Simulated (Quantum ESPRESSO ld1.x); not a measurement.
Coherent X-ray form factor from a spherical all-electron density. Method: Dirac Kohn-Sham, relativistic LDA (MacDonald-Vosko exchange, VWN5 correlation), spin-unpolarised, spherical densities, point nucleus; computed with ld1.x of Quantum ESPRESSO 7.5.

| sin(theta)/lambda (1/angstrom) | f0 (electrons) |
|---|---|
| 0.05 | 35.302 |
| 0.1 | 33.465 |
| 0.15 | 31.060 |
| 0.2 | 28.604 |
| 0.25 | 26.378 |
| 0.3 | 24.457 |
| 0.4 | 21.357 |
| 0.5 | 18.816 |
| 0.6 | 16.539 |
| 0.8 | 12.625 |
| 1 | 9.762 |
| 1.25 | 7.579 |
| 1.5 | 6.387 |
| 2 | 5.058 |

The species is in the configuration that NIST lists as its ground one. Which atom or ion scatters so?

Answer. Neutral krypton, [Kr]. Extrapolating in s^2 from the first two rows gives f0(0) = 35.9, near the electron count 36; among species with that count, the fall with angle is slower the higher Z, and the table is that of Z = 36; from so few rows the species is fixed only to a neighbour or two.
